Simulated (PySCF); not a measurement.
singlet silylene (H2Si), singlet, at a GFN2-xTB geometry, with bond 3-1 at 2.4 times its length; CASSCF(2,4)/6-31G* (PySCF).

The PySCF input:
```python
from pyscf import gto, scf, mcscf
import numpy

mol = gto.Mole()
mol.atom = '''
    Si   -0.00666824   -0.00277970    0.12275926
    H     0.04778718    1.13172388   -0.83406892
    H     0.11869902   -2.61884774   -2.29480864
'''
mol.basis = '6-31g*'
mol.verbose = 4
mol.build()

mf = scf.RHF(mol)
mf.kernel()
mc = mcscf.CASSCF(mf, 4, 2)
mc.fix_spin_(ss=0.0)
mc = mc.newton()
mc.kernel()
occ = numpy.linalg.eigvalsh(mc.fcisolver.make_rdm1(mc.ci, mc.ncas, mc.nelecas))[::-1]
ss = mc.fcisolver.spin_square(mc.ci, mc.ncas, mc.nelecas)[0]
print('natural occupations', occ.round(4), ' <S^2>', round(ss, 4))
```

Output, abridged:

```
PySCF version 2.14.0

[INPUT] verbose = 4
[INPUT] num. atoms = 3
[INPUT] num. electrons = 16
[INPUT] charge = 0
[INPUT] spin (= nelec alpha-beta = 2S) = 0
[INPUT] symmetry False subgroup None
[INPUT] Mole.unit = angstrom
[INPUT] Symbol           X                Y                Z      unit          X                Y                Z       unit  Magmom
[...]
nuclear repulsion = 7.19845182648826
number of shells = 12
number of NR pGTOs = 59
number of NR cGTOs = 22
basis = 6-31g*
ecp = {}

******** <class 'pyscf.scf.hf.RHF'> ********
method = RHF
initial guess = minao
damping factor = 0
level_shift factor = 0
DIIS = <class 'pyscf.scf.diis.CDIIS'>
diis_start_cycle = 1
diis_space = 8
diis_damp = 0
SCF conv_tol = 1e-09
SCF conv_tol_grad = None
SCF max_cycles = 50
direct_scf = True
direct_scf_tol = 1e-13
Set gradient conv threshold to 3.16228e-05
Initial guess from minao.
init E= -289.45180184927
[...]
cycle= 1 E= -289.712700332757  delta_E= -0.261  |g|= 0.296  |ddm|=  1.4
[...]
cycle= 2 E= -289.722599169304  delta_E= -0.0099  |g|= 0.293  |ddm|= 1.37
[...]
cycle= 3 E= -289.807626780724  delta_E= -0.085  |g|= 0.0417  |ddm|= 0.754
[...]
cycle= 4 E= -289.809351136252  delta_E= -0.00172  |g|= 0.00965  |ddm|= 0.131
[...]
cycle= 5 E= -289.809496715405  delta_E= -0.000146  |g|= 0.00247  |ddm|= 0.054
[...]
cycle= 6 E= -289.809508564792  delta_E= -1.18e-05  |g|= 0.000677  |ddm|= 0.0122
[...]
cycle= 7 E= -289.809509482643  delta_E= -9.18e-07  |g|= 0.000171  |ddm|= 0.00285
[...]
cycle= 8 E= -289.809509525042  delta_E= -4.24e-08  |g|= 2.07e-05  |ddm|= 0.000789
[...]
cycle= 9 E= -289.8095095255  delta_E= -4.58e-10  |g|= 3.1e-06  |ddm|= 0.000106
[...]
Extra cycle  E= -289.809509525509  delta_E= -8.81e-12  |g|= 1.29e-06  |ddm|= 1.13e-05
converged SCF energy = -289.809509525509

******** <class 'pyscf.mcscf.newton_casscf.CASSCF'> ********
CAS (1e+1e, 4o), ncore = 7, nvir = 11
max_cycle_macro = 50
max_cycle_micro = 10
conv_tol = 1e-07
conv_tol_grad = None
orbital rotation max_stepsize = 0.03
augmented hessian ah_max_cycle = 30
augmented hessian ah_conv_tol = 1e-12
augmented hessian ah_linear dependence = 1e-14
augmented hessian ah_level shift = 1e-08
augmented hessian ah_start_tol = 500
augmented hessian ah_start_cycle = 3
augmented hessian ah_grad_trust_region = 3
kf_trust_region = 3
kf_interval = 5
natorb = False
canonicalization = True
internal_rotation = False
******** <class 'pyscf.fci.addons.SpinPenaltyFCISolver'> ********
max. cycles = 50
conv_tol = 1e-08
davidson only = True
linear dependence = 1e-12
level shift = 0.001
max iter space = 12
nroots = 1
pspace_size = 400
spin = None

WARN: SO-CASSCF (Second order CASSCF) is an experimental feature. Its performance is bad for large systems.

CASCI E = -289.889753068225  dE = -289.88975  S^2 = 0.0000000
Set conv_tol_grad to 0.000316228
macro 1 (21 JK  16 micro), CASSCF E = -289.907220518217  dE = -0.01747  |grad|=0.0492  S^2 = 0.0000000
macro 2 (25 JK  19 micro), CASSCF E = -289.907843554211  dE = -0.000623  |grad|=0.00765  S^2 = 0.0000000
macro 3 (27 JK  21 micro), CASSCF E = -289.907867013285  dE = -2.346e-05  |grad|=0.00348  S^2 = 0.0000000
macro 4 (19 JK  14 micro), CASSCF E = -289.90784755704  dE = 1.946e-05  |grad|=0.00476  S^2 = 0.0000000
macro 5 (11 JK  7 micro), CASSCF E = -289.907827638106  dE = 1.992e-05  |grad|=0.00648  S^2 = 0.0000000
macro 6 (31 JK  23 micro), CASSCF E = -289.907876918828  dE = -4.928e-05  |grad|=0.00147  S^2 = 0.0000000
macro 7 (19 JK  14 micro), CASSCF E = -289.907883077184  dE = -6.158e-06  |grad|=0.000771  S^2 = 0.0000000
macro 8 (17 JK  12 micro), CASSCF E = -289.907886973759  dE = -3.897e-06  |grad|=0.000612  S^2 = 0.0000000
macro 9 (11 JK  7 micro), CASSCF E = -289.907888740613  dE = -1.767e-06  |grad|=0.000233  S^2 = 0.0000000
macro 10 (19 JK  14 micro), CASSCF E = -289.907889002395  dE = -2.618e-07  |grad|=0.000422  S^2 = 0.0000000
macro 11 (11 JK  7 micro), CASSCF E = -289.907889968235  dE = -9.658e-07  |grad|=0.000401  S^2 = 0.0000000
macro 12 (19 JK  14 micro), CASSCF E = -289.907890782221  dE = -8.14e-07  |grad|=0.000373  S^2 = 0.0000000
macro 13 (35 JK  27 micro), CASSCF E = -289.907891113885  dE = -3.317e-07  |grad|=4.61e-05  S^2 = 0.0000000
macro 14 (4 JK  1 micro), CASSCF E = -289.907891114927  dE = -1.042e-09  |grad|=2.91e-05  S^2 = 0.0000000
newton CASSCF converged in 14 macro (45 KF 224 Hx) steps
CASSCF canonicalization
Density matrix diagonal elements [1.31352470e+00 7.30384756e-05 6.81910884e-01 4.49137386e-03]
CASSCF energy = -289.907891114927
CASCI E = -289.907891114927  E(CI) = -0.940862682838144  S^2 = 0.0000000
natural occupations [1.3257 0.6742 0.     0.    ]  <S^2> 0.0
```
